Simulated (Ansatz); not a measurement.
Born–Oppenheimer molecular dynamics of CH₅BOSi (9 atoms, charge 0, multiplicity 1). It starts from a relaxed structure.

All numbers below come from UKS r2SCAN-D4/STO-3G in Ansatz 0.2.0.

| Item | Value |
| --- | --- |
| ensemble | NVT, Nosé–Hoover chain |
| time step | 1 fs |
| steps asked | 166 |
| set temperature | 1000 K |
| thermostat | time constant 50 fs, chain length 3 |
| seed | 337097 |

First frame:

```xyz
9
Properties=species:S:1:pos:R:3
C -1.986 0.882 -0.248
B -0.852 0.143 -0.450
O 0.193 -0.600 -0.724
Si 1.616 -0.679 0.259
H -2.846 0.507 0.307
H -2.107 1.896 -0.631
H 1.474 0.132 1.452
H 2.709 -0.208 -0.563
H 1.798 -2.074 0.598
```

(1) How far do the bonds stretch over the last three quarters of this one trajectory? (Pairs bonded in most of those frames.)

Results:

(1) 
```csv
bond,mean (Å),spread (Å),shortest,longest
C1–B2,1.370,0.024,1.32,1.43
C1–H5,1.117,0.088,0.97,1.26
C1–H6,1.104,0.060,0.99,1.21
B2–O3,1.314,0.026,1.24,1.36
O3–Si4,1.745,0.057,1.65,1.82
Si4–H7,1.455,0.050,1.36,1.55
Si4–H8,1.452,0.017,1.42,1.49
Si4–H9,1.461,0.069,1.36,1.56
```

Mean temperature of the second half: 903 K. The conserved energy wandered by up to 8.9 meV per atom (net 4.2 meV per atom), which is poor conservation. A run of 0.17 ps of so small a system gives no equilibrium averages. Limits of this set-up: minimal basis.

Run time: 16 min on 1 thread of Arm Neoverse N1, with other jobs on the host, peak memory 0.15 GiB.
